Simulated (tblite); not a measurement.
A geometry optimisation, step by step.

Compound: C7H4FO (doublet state).
SMILES with atom numbers: `[O:1]=[CH:2][c:3]1[cH:4][cH:5][c:6][cH:7][c:8]1[F:9]` (hydrogens: H10 on C2; H11 on C4; H12 on C5; H13 on C7)
Bond orders are those of one Lewis drawing.

Computed with GFN2-xTB (tblite), gas phase: L-BFGS steps from a force-field or distance-geometry start until the largest atomic force falls under 0.01 eV/Å. 9 of its 23 geometries are shown.

Step 0: E = -698.6444 eV, largest atomic force 5.206 eV/Å
```
atom  x, y, z in Å  |  force x, y, z in eV/Å
O1      2.455   -1.510    0.256   -0.637   3.905  -1.508
C2      2.056   -0.362   -0.146    0.444  -4.798   1.972
C3      0.622   -0.083   -0.050    1.121   1.067  -0.653
C4     -0.216   -1.055    0.433   -0.377  -1.534   0.742
C5     -1.576   -0.892    0.565   -1.308   1.461  -0.500
C6     -2.093    0.345    0.142    2.061  -0.631   0.018
C7     -1.257    1.340   -0.358   -1.286  -0.044   0.266
C8      0.113    1.159   -0.463   -0.321  -0.551   0.189
F9      0.923    2.120   -0.953   -0.382  -0.315   0.203
H10     2.737    0.379   -0.515    0.300   0.385  -0.227
H11     0.169   -2.038    0.768    0.124   0.789  -0.345
H12    -2.216   -1.674    0.950    0.105   0.103  -0.035
H13    -1.720    2.271   -0.647    0.155   0.164  -0.123
```

Step 3: E = -698.9973 eV, largest atomic force 0.481 eV/Å
```
atom  x, y, z in Å  |  force x, y, z in eV/Å
O1      2.468   -1.481    0.241    0.366   0.260  -0.172
C2      2.059   -0.405   -0.126    0.083  -0.389   0.201
C3      0.629   -0.080   -0.055    0.007   0.001  -0.031
C4     -0.226   -1.067    0.442   -0.018  -0.221   0.128
C5     -1.592   -0.877    0.558   -0.087   0.160  -0.102
C6     -2.054    0.341    0.140    0.183  -0.085   0.035
C7     -1.276    1.345   -0.355   -0.050   0.241  -0.046
C8      0.100    1.147   -0.459   -0.125  -0.271   0.080
F9      0.908    2.110   -0.946   -0.307  -0.189   0.132
H10     2.736    0.379   -0.516   -0.168  -0.075   0.032
H11     0.176   -2.024    0.761    0.177   0.219  -0.114
H12    -2.215   -1.667    0.948   -0.080   0.116  -0.026
H13    -1.717    2.279   -0.651    0.020   0.234  -0.116
```

Step 6: E = -699.0395 eV, largest atomic force 0.262 eV/Å
```
atom  x, y, z in Å  |  force x, y, z in eV/Å
O1      2.518   -1.478    0.231    0.099  -0.067   0.028
C2      2.062   -0.420   -0.115    0.006   0.071  -0.077
C3      0.626   -0.096   -0.051    0.063  -0.035   0.036
C4     -0.230   -1.075    0.449    0.064  -0.109  -0.001
C5     -1.593   -0.873    0.552   -0.058   0.030   0.019
C6     -2.043    0.346    0.139   -0.240   0.105  -0.004
C7     -1.284    1.365   -0.358   -0.064  -0.136   0.044
C8      0.083    1.125   -0.452    0.023   0.017   0.006
F9      0.878    2.091   -0.933    0.083   0.051  -0.036
H10     2.716    0.373   -0.513   -0.073   0.127  -0.025
H11     0.201   -2.012    0.753    0.104  -0.163   0.060
H12    -2.225   -1.652    0.944   -0.108   0.069  -0.022
H13    -1.713    2.305   -0.664    0.100   0.039  -0.027
```

Step 8: E = -699.0470 eV, largest atomic force 0.212 eV/Å
```
atom  x, y, z in Å  |  force x, y, z in eV/Å
O1      2.536   -1.478    0.229   -0.072   0.191  -0.059
C2      2.065   -0.422   -0.116    0.110  -0.097   0.007
C3      0.628   -0.102   -0.048   -0.061  -0.031   0.024
C4     -0.229   -1.083    0.451   -0.018  -0.021  -0.005
C5     -1.595   -0.869    0.551   -0.020  -0.024   0.032
C6     -2.055    0.351    0.140    0.005  -0.010   0.003
C7     -1.289    1.365   -0.357    0.027  -0.057   0.004
C8      0.081    1.119   -0.450   -0.012   0.011   0.018
F9      0.875    2.089   -0.932    0.044  -0.010  -0.007
H10     2.706    0.380   -0.514   -0.029   0.112  -0.035
H11     0.213   -2.019    0.754   -0.039  -0.059   0.033
H12    -2.235   -1.644    0.942   -0.055   0.073  -0.030
H13    -1.705    2.313   -0.669    0.120  -0.079   0.016
```

Step 11: E = -699.0530 eV, largest atomic force 0.227 eV/Å
```
atom  x, y, z in Å  |  force x, y, z in eV/Å
O1      2.546   -1.467    0.224    0.088  -0.030  -0.011
C2      2.069   -0.419   -0.120   -0.134   0.182  -0.020
C3      0.626   -0.109   -0.044    0.030  -0.016  -0.018
C4     -0.231   -1.092    0.452   -0.009   0.007   0.025
C5     -1.598   -0.867    0.553    0.007  -0.037  -0.001
C6     -2.061    0.351    0.141    0.128  -0.015  -0.012
C7     -1.287    1.357   -0.356    0.067   0.009   0.004
C8      0.082    1.114   -0.445    0.045  -0.067   0.008
F9      0.877    2.084   -0.931   -0.023  -0.080   0.038
H10     2.695    0.399   -0.519   -0.035   0.010  -0.009
H11     0.214   -2.030    0.760   -0.125   0.057  -0.014
H12    -2.252   -1.631    0.938   -0.045  -0.037   0.024
H13    -1.684    2.309   -0.670    0.004   0.018  -0.013
```

Step 14: E = -699.0589 eV, largest atomic force 0.088 eV/Å
```
atom  x, y, z in Å  |  force x, y, z in eV/Å
O1      2.566   -1.446    0.213    0.062   0.015  -0.016
C2      2.067   -0.405   -0.124    0.022  -0.015   0.007
C3      0.625   -0.121   -0.040    0.006  -0.007   0.012
C4     -0.236   -1.100    0.457   -0.006   0.002   0.014
C5     -1.602   -0.871    0.555   -0.039  -0.002  -0.012
C6     -2.053    0.349    0.142   -0.028   0.025  -0.008
C7     -1.278    1.352   -0.355   -0.005   0.039   0.001
C8      0.086    1.101   -0.440    0.021   0.010  -0.031
F9      0.879    2.069   -0.925    0.086  -0.002  -0.006
H10     2.676    0.424   -0.527   -0.041   0.009   0.000
H11     0.200   -2.039    0.765   -0.052  -0.045   0.018
H12    -2.275   -1.621    0.936    0.036  -0.074   0.032
H13    -1.660    2.307   -0.674   -0.063   0.044  -0.011
```

Step 16: E = -699.0610 eV, largest atomic force 0.171 eV/Å
```
atom  x, y, z in Å  |  force x, y, z in eV/Å
O1      2.579   -1.438    0.208   -0.001   0.070  -0.021
C2      2.066   -0.401   -0.124    0.098  -0.138   0.021
C3      0.625   -0.125   -0.038   -0.058  -0.004   0.026
C4     -0.239   -1.102    0.460   -0.035  -0.006  -0.009
C5     -1.605   -0.873    0.555   -0.017   0.031  -0.002
C6     -2.051    0.351    0.141   -0.044   0.011   0.000
C7     -1.274    1.355   -0.354   -0.025   0.015  -0.016
C8      0.090    1.098   -0.441   -0.030   0.048  -0.006
F9      0.887    2.063   -0.924    0.077   0.000  -0.014
H10     2.667    0.431   -0.529   -0.011   0.048  -0.012
H11     0.189   -2.044    0.767   -0.011  -0.049   0.024
H12    -2.279   -1.625    0.939    0.073   0.006  -0.012
H13    -1.659    2.311   -0.676   -0.016  -0.031   0.021
```

Step 19: E = -699.0628 eV, largest atomic force 0.040 eV/Å
```
atom  x, y, z in Å  |  force x, y, z in eV/Å
O1      2.593   -1.431    0.203    0.007  -0.007   0.003
C2      2.069   -0.400   -0.126   -0.020   0.018  -0.008
C3      0.623   -0.130   -0.035    0.011  -0.004  -0.002
C4     -0.244   -1.105    0.462    0.005   0.002  -0.014
C5     -1.610   -0.871    0.555    0.020   0.025  -0.001
C6     -2.052    0.353    0.140   -0.006   0.006  -0.003
C7     -1.273    1.356   -0.355    0.001  -0.017  -0.009
C8      0.091    1.096   -0.441   -0.002  -0.014   0.025
F9      0.900    2.056   -0.923   -0.009  -0.031   0.008
H10     2.657    0.443   -0.532   -0.007  -0.006   0.004
H11     0.177   -2.052    0.772   -0.015   0.018   0.000
H12    -2.277   -1.627    0.939    0.027   0.025  -0.016
H13    -1.658    2.311   -0.676   -0.011  -0.015   0.013
```

Step 22: E = -699.0631 eV, largest atomic force 0.009 eV/Å
```
atom  x, y, z in Å  |  force x, y, z in eV/Å
O1      2.595   -1.430    0.203   -0.001  -0.005   0.001
C2      2.068   -0.399   -0.126    0.001   0.009   0.000
C3      0.623   -0.131   -0.035    0.008  -0.002  -0.003
C4     -0.244   -1.106    0.461    0.007   0.002   0.002
C5     -1.609   -0.869    0.555    0.001  -0.001  -0.003
C6     -2.054    0.354    0.139   -0.002   0.001  -0.002
C7     -1.272    1.355   -0.356   -0.001   0.003   0.003
C8      0.091    1.095   -0.439    0.002  -0.006  -0.002
F9      0.901    2.053   -0.922   -0.003  -0.003   0.003
H10     2.655    0.444   -0.532    0.001   0.000  -0.001
H11     0.175   -2.052    0.772   -0.004  -0.002   0.001
H12    -2.275   -1.625    0.938   -0.003  -0.001   0.002
H13    -1.659    2.310   -0.675   -0.005   0.005  -0.002
```

Task: Summarise the path.

Result: The energy falls by 0.4187 eV from step 0 to step 22; nine tenths of that is first reached at step 5. It falls at every step. The largest force goes from 5.206 to 0.009 eV/Å. Among the bonds O1=C2 changes most, from 1.279 to 1.203 Å; the atoms move by 0.076 Å rms after alignment.

Task: Follow the three bonds and two angles with the largest change from start to end.

Result: 
| step | E above end (eV) | largest force (eV/Å) | O1=C2 (Å) | C5–C6 (Å) | C2–H10 (Å) | O1–C2–C3 (°) | C3–C2–H10 (°) |
| --- | --- | --- | --- | --- | --- | --- | --- |
| 0 | 0.4187 | 5.206 | 1.279 | 1.405 | 1.072 | 117.1 | 120.8 |
| 1 | 0.2443 | 5.317 | 1.148 | 1.360 | 1.134 | 122.1 | 114.6 |
| 2 | 0.0914 | 1.285 | 1.219 | 1.362 | 1.110 | 120.8 | 117.4 |
| 3 | 0.0658 | 0.481 | 1.208 | 1.368 | 1.107 | 120.8 | 117.1 |
| 4 | 0.0453 | 0.631 | 1.198 | 1.364 | 1.106 | 121.7 | 116.4 |
| 5 | 0.0319 | 0.530 | 1.198 | 1.364 | 1.104 | 122.6 | 116.1 |
| 6 | 0.0236 | 0.262 | 1.203 | 1.364 | 1.102 | 123.4 | 115.8 |
| 7 | 0.0195 | 0.178 | 1.205 | 1.366 | 1.102 | 123.8 | 115.5 |
| 8 | 0.0160 | 0.212 | 1.206 | 1.367 | 1.102 | 123.9 | 115.2 |
| 9 | 0.0142 | 0.155 | 1.205 | 1.367 | 1.102 | 123.9 | 115.0 |
| 10 | 0.0124 | 0.135 | 1.203 | 1.367 | 1.103 | 123.8 | 114.8 |
| 11 | 0.0100 | 0.227 | 1.202 | 1.366 | 1.105 | 123.7 | 114.6 |
| 12 | 0.0073 | 0.235 | 1.201 | 1.366 | 1.106 | 123.7 | 114.6 |
| 13 | 0.0054 | 0.113 | 1.202 | 1.365 | 1.106 | 123.8 | 114.6 |
| 14 | 0.0042 | 0.088 | 1.203 | 1.366 | 1.105 | 123.9 | 114.6 |
| 15 | 0.0032 | 0.125 | 1.204 | 1.366 | 1.104 | 124.0 | 114.6 |
| 16 | 0.0020 | 0.171 | 1.204 | 1.366 | 1.103 | 124.2 | 114.5 |
| 17 | 0.0010 | 0.125 | 1.204 | 1.367 | 1.103 | 124.4 | 114.2 |
| 18 | 0.0005 | 0.069 | 1.203 | 1.367 | 1.104 | 124.5 | 114.0 |
| 19 | 0.0003 | 0.040 | 1.203 | 1.366 | 1.105 | 124.6 | 113.9 |
| 20 | 0.0001 | 0.046 | 1.202 | 1.366 | 1.105 | 124.6 | 113.8 |
| 21 | 0.0000 | 0.031 | 1.203 | 1.366 | 1.105 | 124.7 | 113.8 |
| 22 | 0.0000 | 0.009 | 1.203 | 1.366 | 1.105 | 124.7 | 113.8 |

The cost below is that of the whole relaxation. The run took 0.13 s of wall time on one thread of an Arm Neoverse V1, no GPU, on a shared host.
